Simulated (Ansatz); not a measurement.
Several settings on one geometry of the cluster W₂O₂⁺ (the lowest doublet isomer of a short search) (that of the charge 1 doublet, r2SCAN-D4/def2-TZVP). Ansatz on 4 threads of Arm Neoverse V2 on a shared host; times are rough.

```xyz
4

W    -0.232   -0.955    0.693
W     0.204    0.839   -0.609
O    -1.145   -0.364   -1.012
O     1.174    0.481    0.928
```

Totals from different functionals, basis sets or treatments of relativity can't be compared as stabilities.

In the def2 sets W takes a core potential; there is no spin–orbit coupling. Correlated methods freeze 2 core orbitals; core or outer-core shells of W are correlated, in sets that lack core-valence functions.

Question: Give the basis size and estimate the energy, ⟨S²⟩ and time of these runs.

```
run                         method  charge    state                                                                   further keys
  1             ROKS BLYP/def2-SVP       1  doublet  final_grid: {core_spheres: 20, valence_spheres: 16, degree: 47}; forces asked
  2           UKS PBE0-DH/def2-SVP       1  doublet                                                                              –
  3  ROKS r2SCANh-D3(BJ)/def2-SVPD       1  doublet                                                                   forces asked
```

Answer: 
```csv
run,functions,energy (Eh),⟨S²⟩,wall time
1,92,-284.1815,–,22 s
2,92,-283.8424,2.40,34 s
3,116,-284.1201,–,34 s
```

At UKS PBE0-DH/def2-SVP the charge 1 doublet is spin-contaminated (final ⟨S²⟩ up to 2.40, 0.75 for a pure state).
